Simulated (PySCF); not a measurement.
**MgSn⁺: energy against distance**

Set-up: basis Mg x2c-SVPall, Sn x2c-SVPall; spin-free X2C with a Gaussian nucleus; PySCF 2.14. Energies in eV from Mg + Sn⁺ in their ground configurations at the same level. State: ²Π (doublet), unpaired electrons π ↑.

All columns are PBE0. A positive dipole points towards Sn; it is taken about the centre of mass and depends on that origin.

| R (Å) | E (eV) | μ (D) | Mulliken charge on Mg (basis-dependent) | HOMO (eV) | LUMO (eV) | Mayer bond order | ⟨S²⟩ |
| --- | --- | --- | --- | --- | --- | --- | --- |
| 2.543 | -1.465 | -6.75 | 0.42 | -10.26 | -8.46 | 1.31 | 0.76 |
| 2.661 | -1.674 | -6.87 | 0.43 | -10.12 | -8.32 | 1.25 | 0.76 |
| 2.780 | -1.786 | -6.96 | 0.44 | -10.02 | -8.21 | 1.18 | 0.77 |
| 2.868 | -1.825 | -7.00 | 0.45 | -9.95 | -8.14 | 1.13 | 0.77 |
| 2.957 | -1.835 | -7.03 | 0.45 | -9.91 | -8.08 | 1.08 | 0.77 |
| 3.046 | -1.823 | -7.03 | 0.46 | -9.87 | -8.04 | 1.03 | 0.78 |
| 3.164 | -1.784 | -7.02 | 0.46 | -9.84 | -7.99 | 0.97 | 0.79 |
| 3.312 | -1.709 | -6.98 | 0.46 | -9.82 | -7.96 | 0.90 | 0.80 |
| 3.489 | -1.599 | -6.91 | 0.45 | -9.81 | -7.94 | 0.83 | 0.83 |
| 3.726 | -1.442 | -6.83 | 0.45 | -9.82 | -7.93 | 0.74 | 0.88 |

A fit through these points gives, at Re = 2.950 Å, μ = -7.02 D and dμ/dR = -0.192 D/Å; the reduced mass is 19.99 u.

Question: How strong is the fundamental in the double-harmonic approximation, I = 42.26·(dμ/dR)²/μred km/mol?

Answer: I = 42.26·(-0.192)²/19.99 = 0.0779 km/mol at PBE0.

⟨S²⟩ of the unrestricted solution departs from its pure value on part of the curve, where spin states mix. These are scalar-relativistic numbers at best; spin–orbit coupling would shift them, the dissociation energy most. For an ion De counts to the pair picked by the measured ionisation energies or electron affinities, which need not be the lowest pair at this level. The state was picked by a PBE0 search and need not be the measured ground state.
